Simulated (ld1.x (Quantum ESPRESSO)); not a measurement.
What one change does to a pseudopotential (Sb, TM)

* Element: Sb (Z = 51)
* Generator: ld1.x (Quantum ESPRESSO) 7.5
* Type: norm-conserving Troullier–Martins (Kleinman–Bylander form)
* Functional: PW91
* Relativity: scalar-relativistic
* Frozen core: [Kr]
* Valence charge: 15
* Reference configuration: 4d10 5s2 5p2 (charge +1)
* Partial waves: 5s (bound): rc 1.85 bohr; 5p (bound): rc 1.85 bohr; 4d (bound): rc 1.25 bohr
* Local potential: the d channel
* Core correction: Bessel-smoothed model core inside 1.00 bohr

All-electron outer shells of the reference configuration (PW91, scalar-relativistic, ld1.x):

```csv
shell,level (eV),outermost node (bohr),outermost maximum (bohr)
4p,-110.36,0.39,0.76
4d,-42.06,0.38,0.84
5s,-20.73,0.95,1.88
5p,-12.06,1.04,2.24
```

Change: wave 5p (bound): rc 1.85 bohr becomes 5p (bound): rc 1.68 bohr.

Cutoffs: the cutoffs (Ry, on a coarse ladder) from which the occupation-weighted sum of valence levels, in a spherical-Bessel basis at the reference potential, stays within 10 and 1 mRy of its value at 400 Ry; they do not see the model core or the augmentation charge, which bear on the density cutoff. Errors are all-electron minus pseudo energies relative to the spin-unpolarised reference configuration.

How do hardness, ghosts and transferability respond?

The potential gets neither clearly harder nor softer (100 Ry and 160 Ry → 100 Ry and 160 Ry); both files keep a bound ghost (p, s); of the 7 tests that both files solve, the error grows in 0 and shrinks in 3 by more than 15 % and 0.3 meV (median size 3.4 → 3.2 meV). Less of the atom is replaced, so other configurations are described better.

| quantity | base | changed |
| --- | --- | --- |
| cutoff, loose | 100 Ry | 100 Ry |
| cutoff, tight | 160 Ry | 160 Ry |
| loose cutoff by channel (10 mRy a level) | s 18 Ry, p 25 Ry, d 90 Ry | s 18 Ry, p 35 Ry, d 90 Ry |
| bound ghosts | s, p | s, p |
| error for 4d10 5s2 5p3, meV [ΔE -8.38 eV] | +2.7 | +1.6 |
| error for 4d10 5s2 5p1, meV [ΔE 16.05 eV] | -2.8 | -3.2 |
| error for 4d10 5s2 5p0, meV [ΔE 40.56 eV] | -6.3 | -3.5 |
| error for 4d10 5s2 5p2.5, meV [ΔE -5.09 eV] | +1.4 | +1.1 |
| error for 4d9 5s2 5p3, meV [ΔE 32.41 eV] | -293 | -274 |
| error for 4d10 5s1 5p0, meV [ΔE 84.96 eV] | -21 | -18 |
| error for 4d10 5s2 5p3.3, meV [ΔE -9.55 eV] | +3.4 | +1.8 |
| s: phases at 1.99 bohr within 0.05 rad from the reference energy up to (Ry; the scan ends near 5) | 2.1 | 2.1 |
| p: phases at 1.99 bohr within 0.05 rad from the reference energy up to (Ry; the scan ends near 5) | to the end of the scan | to the end of the scan |
| d: phases at 1.99 bohr within 0.05 rad from the reference energy up to (Ry; the scan ends near 5) | to the end of the scan | to the end of the scan |

 A true bound ghost makes a file unfit for plane-wave use even where its test errors are small: the radial tests pick states by their node count and pass the ghost by.
